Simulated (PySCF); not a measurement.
## TDDFT excited states: C7H7N2P

Species: C7H7N2P.
Numbering: `[CH:1]#[C:2][c:3]1[p:4][cH:5][n:6][n:7]1[CH2:8][CH:9]=[CH2:10]` (hydrogens: H11 on C1; H12 on C5; H13, H14 on C8; H15 on C9; H16, H17 on C10)

Method used: PySCF, TDDFT B3LYP/def2-SVPD, vertical, gas phase, core orbitals frozen in the response. Geometry: PBE0-D3(BJ)/def2-SVP, one conformer, isolated molecule. Torsions of this conformer, `[CH:1]#[C:2][c:3]1[p:4][cH:5][n:6][n:7]1[CH2:8][CH:9]=[CH2:10]`: N6–N7–C8–C9 -91°, N7–C8–C9–C10 -122°.

```
state  λ (nm)  E (eV)       f   main configurations (H = HOMO, L = LUMO)
   S1   264.5    4.69   0.206                                  H→L (91%)
   S2   255.3    4.86  0.0049                    H-2→L (85%), H-3→L (9%)
   S3   247.8    5.00   0.042                   H-1→L (76%), H→L+1 (13%)
   S4   243.0    5.10  0.0025      H-3→L (64%), H-4→L (21%), H-2→L (13%)
   S5   233.8    5.30   0.013      H→L+1 (61%), H→L+3 (16%), H→L+2 (13%)
   S6   224.0    5.54  0.0088                   H→L+3 (66%), H→L+1 (22%)
   S7   221.7    5.59  0.0020                   H-4→L (69%), H-3→L (24%)
   S8   208.0    5.96   0.077                 H-1→L+1 (61%), H→L+2 (23%)
   S9   206.7    6.00   0.049    H-1→L+1 (30%), H→L+2 (29%), H→L+4 (14%)
  S10   205.2    6.04   0.012  H-2→L+1 (39%), H-2→L+2 (25%), H→L+4 (17%)
```

Triplets (Tamm–Dancoff): T1 3.13 eV, H→L (96%); T2 4.02 eV, H-1→L (93%); T3 4.41 eV, H-3→L+1 (56%), H-4→L+1 (15%); T4 4.50 eV, H-2→L (94%).

The lowest singlet lies at 4.69 eV (265 nm, ultraviolet) and is strong; its leading configuration is HOMO→LUMO (91%). The lowest level is also the most intense of those listed (f = 0.206). Löwdin shares by element: HOMO carbon 32% or more, phosphorus 31%, nitrogen 11% or more (atoms not listed hold the other 26%); LUMO carbon 34% or more, phosphorus 24%, nitrogen 13% or more (atoms not listed hold the other 29%). Weighted by f, the mean energy of these states is 5.19 eV. Of the 10 states listed, 6 reach f = 0.01 and none stays under 0.0005. Orbital energies (eV): HOMO-3 -7.76, HOMO-2 -7.60, HOMO-1 -7.32, HOMO -6.60, LUMO -1.66, LUMO+1 -0.59, LUMO+2 -0.12. The vertical ionisation energy (ΔSCF) is 8.52 eV, 2.48 eV above S10. Only the lowest 10 singlets were computed, as vertical energies without vibronic structure.
